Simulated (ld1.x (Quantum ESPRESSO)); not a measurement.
## zirconium, TM: configuration errors across variants

| Item | Value |
| --- | --- |
| Element | zirconium (Zr) |
| Generator | ld1.x (Quantum ESPRESSO) 7.5 |
| Type | norm-conserving Troullier–Martins (Kleinman–Bylander form) |
| Functional | PBE |
| Relativity | scalar-relativistic |
| Frozen core | [Kr] |
| Valence charge | 4 |
| Reference configuration | 4d2 5s1.75 5p0 (charge +0.25) |
| Partial waves | 5s (bound): rc 2.75 bohr; 4d (bound): rc 2.10 bohr; 5p (bound, empty): rc 3.25 bohr |
| Local potential | the p channel |
| Core correction | a·sin(br)/r model core inside 2.15 bohr |

All-electron excitation energies from the reference (eV): (1) 4d2 5s2 5p0 -1.273; (2) 4d2 5s1 5p0 5.864; (3) 4d2 5s0 5p0 18.805; (4) 4d2 5s1 5p1 1.769; (5) 4d2.5 5s1.5 5p0 -0.759; (6) 4d3 5s0 5p0 6.248; (7) 4d2 5s1.5 5p0 1.607.

Errors AE − PS in meV (a dash: test not solved or not reliable):

```tsv
change	(1)	(2)	(3)	(4)	(5)	(6)	(7)	bound ghosts
base	+0.3	-1.1	-46	-2.8	-17	-118	-0.2	none
wave 4d (bound): rc 2.10 bohr becomes 4d (bound): rc 1.36 bohr	+0.3	-1.2	-46	-2.8	-18	-122	-0.2	none
wave 4d (bound): rc 2.10 bohr becomes 4d (bound): rc 1.76 bohr	+0.3	-1.2	-46	-2.8	-17	-120	-0.2	none
wave 4d (bound): rc 2.10 bohr becomes 4d (bound): rc 2.12 bohr	+0.3	-1.1	-46	-2.8	-17	-118	-0.2	none
wave 4d (bound): rc 2.10 bohr becomes 4d (bound): rc 2.48 bohr	+0.3	-1.0	-45	-2.8	-16	-110	-0.1	none
wave 4d (bound): rc 2.10 bohr becomes 4d (bound): rc 2.78 bohr	+0.3	-0.9	-45	-2.8	-14	-98	-0.1	none
```

Give the same row for: wave 4d (bound): rc 2.10 bohr becomes 4d (bound): rc 3.06 bohr.

+0.4, -0.8, -47, -2.9, -12, -79, -0.1; bound ghosts: none.
